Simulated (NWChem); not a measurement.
The numbers come from NWChem runs, not from measurements. System: Se (+1), charge 1, spin multiplicity 4. Its SCF solution wasn't tested for a lower state. Level: UPBE/def2-TZVP.

Input file:

```
start mol
memory heap 200 mb stack 900 mb global 1100 mb
charge 1
geometry units angstroms nocenter noautoz
  Se     0.000000     0.000000     0.000000
  symmetry group D2h
end
basis spherical
  * library def2-tzvp
end
dft
  xc xpbe96 cpbe96
  odft
  mult 4
  semidirect memsize 60000000 filesize 0
  iterations 100
end
task dft energy
```

NWChem printed:

```
             Northwest Computational Chemistry Package (NWChem) 7.3.0
             --------------------------------------------------------

                                NWChem Input Module
                                -------------------

 Scaling coordinates for geometry "geometry" by  1.889725989
 (inverse scale =  0.529177249)

                             Geometry "geometry" -> ""
                             -------------------------

 Output coordinates in angstroms (scale by  1.889725989 to convert to a.u.)

  No.       Tag          Charge          X              Y              Z
 ---- ---------------- ---------- -------------- -------------- --------------
    1 Se                  34.0000     0.00000000     0.00000000     0.00000000

 Effective nuclear repulsion energy (a.u.)       0.0000000000

            Nuclear Dipole moment (a.u.)
            ----------------------------
        X                 Y               Z
 ---------------- ---------------- ----------------
     0.0000000000     0.0000000000     0.0000000000

      Symmetry information
      --------------------

 Group name             D2h
 Group number             26
 Group order               8
 No. of unique centers     1

      Symmetry unique atoms

     1


 Summary of "ao basis" -> "" (spherical)
 ------------------------------------------------------------------------------
       Tag                 Description            Shells   Functions and Types
 ---------------- ------------------------------  ------  ---------------------
 *                         def2-tzvp                  on all atoms

  pbe96 is a nonlocal functional; adding pw91lda local functional.

                                 NWChem DFT Module
                                 -----------------

 Summary of "ao basis" -> "ao basis" (spherical)
 ------------------------------------------------------------------------------
       Tag                 Description            Shells   Functions and Types
 ---------------- ------------------------------  ------  ---------------------
 Se                        def2-tzvp                16       48   6s5p4d1f

 Summary of "ao basis" -> "ao basis" (spherical)
 ------------------------------------------------------------------------------
       Tag                 Description            Shells   Functions and Types
 ---------------- ------------------------------  ------  ---------------------
 Se                        def2-tzvp                16       48   6s5p4d1f

      Symmetry analysis of basis
      --------------------------

        ag         14
        au          1
        b1g         4
        b1u         7
        b2g         4
        b2u         7
        b3g         4
        b3u         7

            General Information
            -------------------
          SCF calculation type: DFT
          Wavefunction type:  spin polarized.
          No. of atoms     :     1
          No. of electrons :    33
           Alpha electrons :    18
            Beta electrons :    15
          Charge           :     1
          Spin multiplicity:     4
          Use of symmetry is: on ; symmetry adaption is: on
          Maximum number of iterations: 100
          AO basis - number of functions:    48
                     number of shells:    16
          Convergence on energy requested:  1.00D-06
          Convergence on density requested:  1.00D-05
          Convergence on gradient requested:  5.00D-04

              XC Information
              --------------
[...]
    13      0.349783  1 Se px                19      0.186665  1 Se px
     7      0.114047  1 Se px

 Vector   17  Occ=1.000000D+00  E=-6.037879D-01  Symmetry=b2u
              MO Center=  1.1D-32,  1.9D-18,  2.0D-33, r^2= 1.4D+00
   Bfn.  Coefficient  Atom+Function         Bfn.  Coefficient  Atom+Function
  ----- ------------  ---------------      ----- ------------  ---------------
    17      0.619775  1 Se py                11     -0.375358  1 Se py
    14      0.349783  1 Se py                20      0.186665  1 Se py
     8      0.114047  1 Se py

 Vector   18  Occ=1.000000D+00  E=-6.037879D-01  Symmetry=b1u
              MO Center=  4.0D-33,  1.9D-33, -3.0D-18, r^2= 1.4D+00
   Bfn.  Coefficient  Atom+Function         Bfn.  Coefficient  Atom+Function
  ----- ------------  ---------------      ----- ------------  ---------------
    18      0.619775  1 Se pz                12     -0.375358  1 Se pz
    15      0.349783  1 Se pz                21      0.186665  1 Se pz
     9      0.114047  1 Se pz

 Vector   19  Occ=0.000000D+00  E=-9.447489D-02  Symmetry=ag
              MO Center= -1.5D-16, -1.6D-16,  5.2D-17, r^2= 2.4D+00
   Bfn.  Coefficient  Atom+Function         Bfn.  Coefficient  Atom+Function
  ----- ------------  ---------------      ----- ------------  ---------------
    39      0.926778  1 Se d  0              24     -0.192017  1 Se d  0
    29      0.086628  1 Se d  0              34      0.050484  1 Se d  0

 Vector   20  Occ=0.000000D+00  E=-9.447487D-02  Symmetry=ag
              MO Center= -2.6D-27,  2.6D-27, -5.8D-29, r^2= 2.4D+00
   Bfn.  Coefficient  Atom+Function         Bfn.  Coefficient  Atom+Function
  ----- ------------  ---------------      ----- ------------  ---------------
    41      0.926778  1 Se d  2              26     -0.192017  1 Se d  2
    31      0.086628  1 Se d  2              36      0.050484  1 Se d  2

 Vector   21  Occ=0.000000D+00  E=-9.447487D-02  Symmetry=b1g
              MO Center=  1.3D-25,  1.3D-25,  3.2D-27, r^2= 2.4D+00
   Bfn.  Coefficient  Atom+Function         Bfn.  Coefficient  Atom+Function
  ----- ------------  ---------------      ----- ------------  ---------------
    37      0.926778  1 Se d -2              22     -0.192017  1 Se d -2
    27      0.086628  1 Se d -2              32      0.050484  1 Se d -2

                     DFT Final Beta Molecular Orbital Analysis
                     -----------------------------------------

 Vector   13  Occ=1.000000D+00  E=-2.376962D+00  Symmetry=ag
              MO Center=  4.6D-34, -9.1D-34,  2.7D-35, r^2= 1.4D-01
   Bfn.  Coefficient  Atom+Function         Bfn.  Coefficient  Atom+Function
  ----- ------------  ---------------      ----- ------------  ---------------
    26      0.907710  1 Se d  2              31      0.180534  1 Se d  2

 Vector   14  Occ=1.000000D+00  E=-2.376962D+00  Symmetry=b1g
              MO Center=  8.0D-34, -7.3D-35, -1.9D-35, r^2= 1.4D-01
   Bfn.  Coefficient  Atom+Function         Bfn.  Coefficient  Atom+Function
  ----- ------------  ---------------      ----- ------------  ---------------
    22      0.907710  1 Se d -2              27      0.180534  1 Se d -2

 Vector   15  Occ=1.000000D+00  E=-8.976325D-01  Symmetry=ag
              MO Center=  3.8D-20,  3.9D-20, -1.1D-19, r^2= 1.0D+00
   Bfn.  Coefficient  Atom+Function         Bfn.  Coefficient  Atom+Function
  ----- ------------  ---------------      ----- ------------  ---------------
     5      0.806249  1 Se s                  6      0.445303  1 Se s
     4     -0.405456  1 Se s                  3     -0.313721  1 Se s
     2      0.139101  1 Se s                  1     -0.044330  1 Se s

 Vector   16  Occ=0.000000D+00  E=-5.008985D-01  Symmetry=b3u
              MO Center= -3.9D-20,  3.1D-34,  2.0D-33, r^2= 1.5D+00
   Bfn.  Coefficient  Atom+Function         Bfn.  Coefficient  Atom+Function
  ----- ------------  ---------------      ----- ------------  ---------------
    16      0.562364  1 Se px                10     -0.370545  1 Se px
    13      0.360921  1 Se px                19      0.247886  1 Se px
     7      0.112320  1 Se px

 Vector   17  Occ=0.000000D+00  E=-5.008985D-01  Symmetry=b2u
              MO Center=  2.5D-33, -4.0D-20,  2.2D-33, r^2= 1.5D+00
   Bfn.  Coefficient  Atom+Function         Bfn.  Coefficient  Atom+Function
  ----- ------------  ---------------      ----- ------------  ---------------
    17      0.562364  1 Se py                11     -0.370545  1 Se py
    14      0.360921  1 Se py                20      0.247886  1 Se py
     8      0.112320  1 Se py

 Vector   18  Occ=0.000000D+00  E=-5.008985D-01  Symmetry=b1u
              MO Center=  1.6D-33,  1.6D-33,  1.2D-19, r^2= 1.5D+00
   Bfn.  Coefficient  Atom+Function         Bfn.  Coefficient  Atom+Function
  ----- ------------  ---------------      ----- ------------  ---------------
    18      0.562364  1 Se pz                12     -0.370545  1 Se pz
    15      0.360921  1 Se pz                21      0.247886  1 Se pz
     9      0.112320  1 Se pz

   alpha - beta orbital overlaps
   -----------------------------

   alpha      1      2      3      4      5      6      7      8      9     10
    beta      1      2      4      3      5      6      7      8      9     11
 overlap   1.000  1.000  1.000  1.000  1.000  1.000  1.000  1.000  1.000  1.000

   alpha     11     12     13     14     15     16     17     18     19     20
    beta     10     12     13     14     15     16     17     18     19     20
 overlap   1.000  1.000  1.000  1.000  1.000  0.999  0.999  0.999  0.999  0.999

   alpha     21     22     23     24     25     26     27     28     29     30
    beta     21     22     23     24     26     25     27     28     29     30
 overlap   0.999  0.999  0.999  0.999  0.999  0.999  1.000  0.999  0.999  0.999

   alpha     31     32     33     34     35     36     37     38     39     40
    beta     32     31     33     34     36     35     37     38     39     41
 overlap   0.999  0.999  1.000  1.000  1.000  1.000  1.000  1.000  1.000  1.000

   alpha     41     42     43     44     45     46     47     48
    beta     40     42     43     45     44     46     47     48
 overlap   1.000  1.000  1.000  1.000  1.000  1.000  1.000  1.000

     --------------------------
     Expectation value of S2:
     --------------------------
      <S2> =      3.7503 (Exact =     3.7500)

 Task  times  cpu:        1.3s     wall:        1.3s

 Total times  cpu:        1.4s     wall:        1.4s
```
